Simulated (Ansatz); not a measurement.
Geometry optimisation, RKS B3LYP-D4/def2-SVP in Ansatz 0.2.0.

The input (input.yaml):

```yaml
crystal:
  periodic: [false, false, false]
  atoms:
    - { symbol: Al, position_ang: [0.0, 0.0, 0.0] }
    - { symbol: Cl, position_ang: [0.0, 0.0, 2.23] }
    - { symbol: Cl, position_ang: [1.9312, 0.0, -1.115] }
    - { symbol: F, position_ang: [-1.4635, 0.0, -0.845] }
basis:
  gaussian: { orbitals: def2-SVP }
hamiltonian:
  xc: b3lyp
  dispersion: d4
relax:
  f_tol: 0.02
  max_steps: 40
```

Command:

```bash
$ ansatz run input.yaml --threads 1 --pin off --max-ram 2048MiB --backend cpu --events-out ev --progress --plain --runs-dir out
```

Task: Where does it end, and by what steps?

Result: The forces met the threshold. After 4 steps the energy has fallen by 0.377 eV; Cl2 moved furthest, 0.13 Å.

```csv
step,energy less start (eV),largest force component (eV/Å),accepted
0,0.0000,2.088,yes
1,-0.3603,0.512,yes
2,-0.3758,0.248,yes
3,-0.3772,0.029,yes
4,-0.3773,0.002,yes
```

```xyz
4
Properties=species:S:1:pos:R:3
Al 0.038 0.000 0.022
Cl 0.003 0.000 2.100
Cl 1.820 0.000 -1.048
F -1.393 0.000 -0.804
```

Time of the run: 12 s on 1 thread of Arm Neoverse V1, on a shared host, peak memory 0.13 GiB.
